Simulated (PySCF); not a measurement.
## Electron correlation in Dy (dysprosium, neutral)

[Xe] 4f9 6s2 6p1, one real determinant (an excited configuration). Computed with PySCF 2.14 in x2c-TZVPPall (11s7p7d4f2g, 113 functions), with the spin-free X2C one-electron Hamiltonian (Gaussian nucleus). Frozen: [Ar] 3d10; 38 electrons correlated.

MP2 pair energies summed by pair of shells (mhartree):

```tsv
pair	energy	share (%)
4d-4f	-285.19	21.6
4f-4f	-233.49	17.6
4f-5p	-168.43	12.7
4d-4d	-128.57	9.7
5p-5p	-118.57	9.0
4d-5p	-70.45	5.3
4p-4d	-41.60	3.1
4f-5s	-36.58	2.8
5p-6s	-34.22	2.6
4p-4f	-33.31	2.5
5s-5p	-31.23	2.4
4d-5s	-24.77	1.9
4s-4d	-16.53	1.2
4f-6s	-14.71	1.1
4s-4f	-13.35	1.0
4p-4p	-10.49	0.8
6s-6s	-10.47	0.8
4p-5p	-8.83	0.7
6s-6p	-7.94	0.6
5s-5s	-5.91	0.4
5p-6p	-5.71	0.4
4p-5s	-4.72	0.4
4s-4p	-4.43	0.3
4d-6s	-3.80	0.3
4f-6p	-2.49	0.2
5s-6s	-2.24	0.2
4s-4s	-1.37	0.1
4s-5p	-0.95	0.1
4d-6p	-0.88	0.1
4s-5s	-0.81	0.1
```

Total MP2 correlation energy: -1323.1 mhartree.

Same-spin part -514.43 and opposite-spin part -808.70 mhartree; SCS-MP2 scales them by 1/3 and 6/5 to -1141.9 mhartree.

The basis was made for the ground configuration and has no added diffuse functions, which can raise the energy of the promoted electron.

The reference is one real determinant that mixes LS terms of this configuration.

This basis was not built for core-valence correlation, so the inner-shell part is incomplete.
